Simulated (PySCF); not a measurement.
C₆ coefficients of unlike pairs at UHF

Calculated with PySCF 2.14 from the dipole response of each species, C₆(A,B) = (3/π) ∫ α_A(iu) α_B(iu) du, in atomic units, from isotropic polarisabilities. For ions this is the dispersion term alone; charge-induced terms of lower order in 1/R come first.

| species | configuration | basis | relativity | α (bohr³) | C₆ (like pair) |
| --- | --- | --- | --- | --- | --- |
| W | [Xe] 4f14 5d4 6s2 (5D) | def2-TZVPPD with the def2 core potential (60 electrons) (6s5p3d2f1g) | core potential | 97.64 | 1173 |
| Se³⁺ | [Ar] 3d10 4s2 4p1 (2P) | aug-cc-pVQZ-PP with one added diffuse shell each of s, p, d, f, g type with ECP10MDF (8s7p6d4f3g) | core potential | 6.931 | 24.25 |
| Zr³⁺ | [Kr] 4d1 (2D) | aug-cc-pwCVTZ-PP with ECP28MDF (8s8p7d4f3g) | core potential | 5.476 | 22.46 |
| I⁺ | [Kr] 4d10 5s2 5p4 (3P) | aug-cc-pwCVTZ-PP with ECP28MDF (8s7p6d4f1g) | core potential | 20.11 | 175.0 |

(1) Estimate C₆ for Se³⁺ with W.

No spin-orbit coupling is included.

The other pairs:

| pair | C₆ |
| --- | --- |
| Zr³⁺, Se³⁺ | 22.76 |
| I⁺, Zr³⁺ | 60.41 |
| Zr³⁺, W | 127.1 |
| I⁺, Se³⁺ | 65.01 |
| I⁺, W | 404.8 |

Results:

(1) The integral gives 146.4. The combination rule 2 C_A C_B / (C_A α_B/α_A + C_B α_A/α_B) gives 133.9 and the geometric mean 168.7.
